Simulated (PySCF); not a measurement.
**Si3H7ClO3**

The system: Si3H7ClO3, a molecule; neutral, singlet. The structure, one conformer, was relaxed in the gas phase by PBE0-D3(BJ)/def2-SVP. No frequency run checks that it is a minimum.

SMILES: O[SiH2]O[SiH2]O[SiH2]Cl

```tsv
atom	x (Å)	y (Å)	z (Å)
O1	-0.743	1.200	-1.479
Si2	-1.908	0.922	-0.334
O3	-1.320	-0.031	0.893
Si4	-0.351	-1.307	1.265
O5	1.117	-1.163	0.502
Si6	2.171	-0.338	-0.440
Cl7	2.078	1.699	0.013
H8	0.006	1.745	-1.203
H9	-2.371	2.183	0.305
H10	-3.003	0.210	-1.038
H11	-0.964	-2.581	0.802
H12	-0.119	-1.303	2.730
H13	3.551	-0.772	-0.119
H14	1.850	-0.475	-1.880
```

Shieldings: GIAO PBE0/pcSseg-1. Shifts are against computed references at the same level: H TMS (σ 31.27 ppm), Si TMS (σ 352.0 ppm). Core levels by delta-SCF with SCAN, pcX-2 on the ionised atom and pcseg-1 elsewhere, spin-free X2C (2p3/2 is the spin-free 2p value less a third of a first-order spin-orbit splitting); from the vacuum level, for chosen atoms.

(1) Give the shieldings and core levels atom by atom.

(2) By CAM-B3LYP/def2-SVPD (TDDFT singlets, Tamm-Dancoff triplets, ionisation by delta-SCF), where does absorption start, and what does vertical ionisation take?

## Answers

(1) 
```tsv
atoms	bonded to	σ (ppm)	δ (ppm)	core level (eV)
O1	1 Si + 1 H	260.2	-	1s 538.53
Si2	2 O + 2 H	383.6	-31.6	2p3/2 108.07
O3	2 Si	235.8	-	1s 538.10
Si4	2 O + 2 H	392.6	-40.6	2p3/2 108.26
O5	2 Si	247.6	-	1s 538.41
Si6	1 Cl + 1 O + 2 H	372.0	-20.1	-
Cl7	1 Si	881.2	-	-
H8	1 O	27.86	3.41	-
H9	1 Si	26.21	5.06	-
H10	1 Si	26.41	4.86	-
H11	1 Si	26.14	5.12	-
H12	1 Si	26.26	5.00	-
H13	1 Si	25.81	5.45	-
H14	1 Si	25.63	5.64	-
```

Values are those of this one static structure; atoms that internal rotation interchanges would show their mean in an NMR spectrum.

(2) The lowest singlet lies at 7.77 eV (f 0.012), the strongest of the first 6 at 8.40 eV (f 0.052), the lowest triplet at 7.36 eV; vertical ionisation takes 10.78 eV.

The 3 runs behind this took 4.9 min in all, one thread each of Arm Neoverse V2 on a shared host, launched as `OMP_NUM_THREADS=1 python cluster_run.py task.json out`.
